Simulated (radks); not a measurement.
Valence configurations of Hg II (all share [Xe]). Calculated with a radial shooting solver on a logarithmic mesh with Libxc functionals: scalar-relativistic Kohn-Sham, PBEsol, spin-polarised, spherical densities, finite nucleus; open shells are filled with parallel spins first (spin-orbit coupling, left out, can overturn this in heavy ions); Fermi nuclear charge, rms radius 5.4648 fm. Energies are relative to 4f14 5d10 6s1; eigenvalues in eV for spin up.

| valence | E (eV) | moment (Bohr magnetons) | e(4f) | e(5d) | e(6p) | e(6s) |
|---|---|---|---|---|---|---|
| 4f14 5d10 6s1 | 0.000 | 1 | -105.01 | -19.014 | - | -15.159 |
| 4f14 5d9 6s1 6p1 | 11.865 | 3 | -110.58 | -23.599 | -9.646 | -17.884 |
| 4f12 5d9 6s1 6p3 | 245.02 | 7 | -148.59 | -35.553 | -12.917 | -23.001 |
| 4f14 5d10 6s0.5 6p0.5 | 3.729 | 1 | -105.95 | -19.863 | -8.259 | -15.760 |
| 4f12 5d9 6s2 6p2 | 237.46 | 5 | -147.16 | -34.082 | -11.892 | -21.661 |
| 4f14 5d10 6p1 | 7.497 | 1 | -106.87 | -20.684 | -8.756 | - |
| 4f13 5d10 6s2 | 97.481 | 1 | -121.66 | -22.946 | - | -16.148 |
| 4f14 5d9 6s2 | 4.878 | 1 | -108.86 | -21.799 | - | -16.123 |
| 4f13 5d8 6s2 6p2 | 131.01 | 5 | -133.62 | -32.583 | -11.825 | -21.499 |
| 4f14 5d9.5 6s1 6p0.5 | 5.700 | 2 | -107.79 | -21.327 | -8.740 | -16.568 |

NIST lists [Xe] 4f14 5d10 6s1 as the ground configuration; this level of theory agrees among the configurations tried. The energies are those of spherical high-spin densities, not of single terms.
